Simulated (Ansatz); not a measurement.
Saddle point of BSiH5Cl2, singlet (BHCl₂ ([Cl][BH][Cl]) + SiH₄ → BSiH₃Cl₂ ([SiH3][B]([Cl])[Cl]) + H₂; bonds formed: B1–Si6, H2–H5; bonds broken: B1–H2, H5–Si6), PBE0-D4/def2-TZVP structure:

```xyz
9
angstrom
B -0.6070 0.2752 -0.7130
H -0.0722 0.0446 -1.8797
Cl -2.0488 -0.8036 -0.6608
Cl -0.7685 2.0682 -0.6415
H 0.4966 -0.2140 -1.0714
Si 0.5933 -0.2708 0.9399
H 1.8642 0.4944 1.0086
H 0.8731 -1.7283 0.9942
H -0.3308 0.1342 2.0238
```

Energies are electronic, without zero-point energy. Barriers and step energies count from the start structure reached by relaxing down the imaginary mode; all methods use the PBE0-D4 structures, on which another method's saddle can fall below an end. Ansatz 0.2.0; basis: def2-TZVPP, with def2-QZVPP for the basis limit; cores frozen in the correlated methods. B3LYP uses VWN-RPA correlation. Extrapolation: Hartree–Fock as exp(−7.88 √X), correlation as X^−2.97.

```
      method  barrier (kJ/mol)  step energy (kJ/mol)
       SPW92                 ?                  31.3
      PBE-D4              96.5                  28.7
     BLYP-D4             131.7                  35.9
   r2SCAN-D4             113.7                  35.7
      B97M-V             124.7                  41.2
     PBE0-D4                 ?                  35.5
    B3LYP-D4             137.9                  41.5
  r2SCAN0-D4             120.5                  40.3
    BHLYP-D4             155.2                  49.1
CAM-B3LYP-D4             141.3                  47.2
     wB97X-V             134.5                  42.5
     wB97M-V             133.0                  44.1
      B2PLYP                 ?                  45.6
    PBE-QIDH             123.4                  41.3
  RPA on PBE             150.8                  44.3
          HF             223.3                  66.5
         MP2             134.0                  42.1
        CCSD             154.1                  47.8
     CCSD(T)             143.7                  43.0
```

Question: Fill in the withheld barriers. (To be estimated.)

Answer: The calculation gives: PBE0-D4 107.8; SPW92 58.7; B2PLYP 146.0 kJ/mol. Each is the energy of the saddle less that of the start structure, by the same method.

For comparison, the barrier by CCSD(T) at an estimated basis limit (MP2 extrapolated from triple and quadruple zeta, plus CCSD(T) − MP2 in triple zeta) is 135.4 kJ/mol.

No T1 diagnostic of these runs exceeds 0.013. The start structure is not quite a true minimum (one mode of 30i cm⁻¹).

Labels in which every atom is bracketed show which atoms are joined, not bond orders.

For scale, one of the runs: CCSD(T)/def2-TZVPP, 227 basis functions, launched by `ansatz run in.yaml --threads 4 --pin off --events-out ev --progress --plain --max-ram 9574MiB`. Time: 66 s of wall clock on 4 CPU threads of an Arm Neoverse V1; the host was shared. Peak host memory: 3.4 GiB.
